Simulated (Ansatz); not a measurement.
Isolated molecules relaxed with PBE0-D4/def2-TZVP in Ansatz; ΔE leaves out vibrations. CBS: MP2 limit from def2 TZ/QZ plus the TZ coupled-cluster correction, frozen cores. Functionals use def2-TZVPP. def2 core potentials past Kr. For In outer-core shells are correlated without core-valence functions, which leaves a few kJ/mol of doubt a bond. Each species was taken in one conformer, which may not be the lowest.

Reaction (substitution at a C–N bond): `C[NH][InH][OH]` + `N[SiH2]C=O` → `CN[SiH2]C=O` + `[NH2][InH][OH]`

`C[NH][InH][OH]`:

```xyz
10

C    -0.763   -0.444   -1.143
N     0.485    0.177   -0.773
In    1.132    0.617    1.073
O    -0.172    0.077    2.474
H    -0.619   -1.381   -1.698
H    -1.342   -0.696   -0.250
H    -1.398    0.209   -1.756
H     1.057    0.414   -1.567
H     2.590    1.351    1.520
H    -0.969   -0.324    2.121
```

`N[SiH2]C=O`:

Cartesian coordinates in Å:
```
N -0.280 0.461 -1.362
Si 0.682 0.253 0.023
C -0.442 -0.788 1.185
O -1.578 -1.048 0.871
H -0.090 1.093 -2.117
H -1.246 0.180 -1.303
H 1.059 1.499 0.755
H 1.947 -0.495 -0.217
H -0.052 -1.155 2.165
```

`CN[SiH2]C=O`:

Cartesian coordinates in Å:
```
C 1.296 -1.040 -0.613
N -0.114 -1.051 -0.273
Si -0.825 0.072 0.791
C -0.805 1.893 0.156
O -0.357 2.193 -0.924
H 1.646 -2.048 -0.851
H 1.876 -0.695 0.247
H 1.531 -0.379 -1.455
H -0.697 -1.456 -0.988
H -2.250 -0.293 1.012
H -0.085 0.103 2.083
H -1.217 2.700 0.815
```

`[NH2][InH][OH]`:

Cartesian coordinates in Å:
```
N -0.941 1.174 0.172
In -0.113 -0.601 -0.245
O 1.712 -0.610 0.549
H -0.326 1.926 0.443
H -1.710 1.526 -0.374
H -0.789 -1.965 -1.006
H 2.167 -1.450 0.461
```

| level | ΔE (kJ/mol) |
| --- | --- |
| PBE-D4 | -4.6 |
| ωB97X-V | -5.0 |
| B2PLYP | -4.6 |
| r2SCAN | -3.6 |
| PBE0 | -4.6 |
| HF/def2-TZVPP | -6.8 |
| MP2/def2-TZVPP | -4.6 |
| MP2/CBS(def2) | -3.9 |

Problem. What does CCSD(T)/CBS give? (Best estimate.)

Solution. The calculation gave: -3.8 kJ/mol. The listed levels differ from it by -0.8, -1.2, -0.8, 0.2, -0.8, -3.0, -0.8, -0.1 kJ/mol.

Largest T1 diagnostic among the species: 0.016.
